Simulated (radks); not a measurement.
Values are calculated unless marked as measured or tabulated.
Species: Au2+. Configuration: [Xe] 4f14 5d8 6s1 (not the ground configuration). Level of theory: scalar-relativistic Kohn-Sham, BP86, spin-polarised, spherical densities, point nucleus; open shells are filled with parallel spins first (spin-orbit coupling, left out, can overturn this in heavy ions) (a radial shooting solver on a logarithmic mesh with Libxc functionals).

Unscreened Slater integrals over Kohn-Sham orbitals (eV). They are taken over the spin-up orbitals.

integral     value
F0(6s,6s)   10.421
F0(6s,5d)   12.166
G2(6s,5d)   2.9439
F0(6s,5p)   12.814
G1(6s,5p)   1.0231
F0(6s,4f)   13.639
G3(6s,4f)  0.40469
F0(5d,5d)   16.812
F2(5d,5d)   8.7324
F4(5d,5d)   5.7871
F0(5d,5p)   19.146
F2(5d,5p)   9.4769
G1(5d,5p)   11.394
G3(5d,5p)   7.0570
F0(5d,4f)   21.784
F2(5d,4f)   5.0698
F4(5d,4f)   2.3552
G1(5d,4f)   1.6211
G3(5d,4f)   1.5427
G5(5d,4f)   1.2389
F0(5p,5p)   22.988
F2(5p,5p)   12.396
F0(5p,4f)   28.337
F2(5p,4f)   8.7938
G2(5p,4f)   3.3151
G4(5p,4f)   2.8148
F0(4f,4f)   49.916
F2(4f,4f)   24.800
F4(4f,4f)   15.794
F6(4f,4f)   11.432

Derived for the open shells (J is the average intra-shell exchange parameter used in DFT+U). 5d: Racah B = F2/49 - 5 F4/441 = 0.1126 eV, C = 35 F4/441 = 0.4593 eV, C/B = 4.08, F4/F2 = 0.663, J = (F2 + F4)/14 = 1.037 eV.
